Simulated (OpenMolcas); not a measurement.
Ti2+ with 6 ligands (sulfide) in octahedral coordination (Oh) at 2.64 Å. A charge of +1.67 e stands 2.4 Å behind each ligand. Ligand basis ANO-RCC-VDZP.

```yaml
Program: OpenMolcas
Method: CASSCF
Basis: ANO-RCC-VTZP [6s5p3d2f1g]
Scalar_Hamiltonian: DKH2, point nucleus
Active_space: 2 electrons in 5 orbitals (3d)
State_averaging: 2S+1 = 3 even, 10 roots; 2S+1 = 1 even, 15 roots
Spin-orbit_coupling: RASSI with atomic mean-field integrals over the reference wave functions
```

Question: What is the spin-free ground state (labels of O, the rotations of Oh)?

Answer: 3T1, 3-fold in its orbital part, 100 % from free-ion F terms; it has the highest spin that d2 allows.

Question: Where is the first state of the same spin?

Answer: 3T2 at 1020 cm-1 above the ground state.

Question: What are the lowest two levels with spin-orbit coupling?

Answer: A 2-fold level E, then a 3-fold level T2 22.7 cm-1 above it. Their leading multiplicities are 3 (100 %) and 3 (100 %).

Question: What is χT at 300 K, and how does it compare with the textbook value?

Answer: The lowest level has 2S+1 = 3, for which the spin-only value is χT = S(S+1) / 2 = 1.000 cm3 K/mol (g = 2). The computed 1.201 at 300 K differs by +0.201, through orbital momentum, spin-orbit coupling and any other state in reach. With a threefold ground state the orbital momentum is unquenched, so the spin-only value is not expected to hold.

An orbital triplet at a regular site is open to Jahn-Teller coupling, which can distort the site and quench the lowest spin-orbit gaps and is left out. Without dynamic correlation the repulsion within the d shell is too large (B by tens of per cent), so at a given field states of lower spin stand too high. The sulfide ions are held by bare point charges, a crude embedding. Ligand-to-metal charge-transfer states are missing. With no ligand orbital active B as a rule stays too high, so bands that hang on it stand too high and its fall with covalency is understated. With metal d orbitals alone and no dynamic correlation the field as a rule comes out too small, by tens of per cent, by up to half for chloride and softer ligands. No measured value stands beside these numbers; the geometry is a model, was not optimised and need not be the one that this ion takes.
